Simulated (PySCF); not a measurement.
Computed Raman spectrum (relative Raman activity) of a molecule C3H7AlO2. Geometry: B3LYP-D3(BJ)/def2-SVP. One conformer was computed; it need not be the lowest. These are B3LYP-D3(BJ)/def2-SVP (PySCF) values and carry that method's errors. Frequencies are harmonic and unscaled.

| ν (cm⁻¹) | relative intensity |
|---|---|
| 133 | 2.6 |
| 536 | 6.7 |
| 707 | 3.5 |
| 1102 | 20 |
| 1200 | 4.1 |
| 1312 | 9.2 |
| 1407 | 7.7 |
| 1440 | 4.5 |
| 1699 | 20 |
| 3024 | 47 |
| 3087 | 45 |
| 3117 | 18 |
| 3127 | 73 |
| 3224 | 42 |
| 3899 | 28 |
| 3917 | 100 |

**Question.** Pick the molecule that these values belong to.
A. [CH3][AlH][O]C(C)=O
B. C=C[CH2][Al]([OH])[OH]
C. C=[CH][Al]([OH])[O]C

**Answer.** B, C=C[CH2][Al]([OH])[OH]
